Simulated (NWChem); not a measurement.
System: GeNH5; SMILES [NH2][GeH3]

Q: Give the equilibrium geometry at PBE-D3(BJ)/def2-SVP (NWChem) as an XYZ file, with the point group.

A: point group Cs; any orientation.
```
7

Ge    -0.0155     0.3503     0.0000
N     -0.1081    -1.5087     0.0000
H     -0.7564     0.8281    -1.2748
H     -0.7564     0.8281     1.2748
H      1.4249     0.9615     0.0000
H      0.3496    -1.9171    -0.8245
H      0.3496    -1.9171     0.8245
```
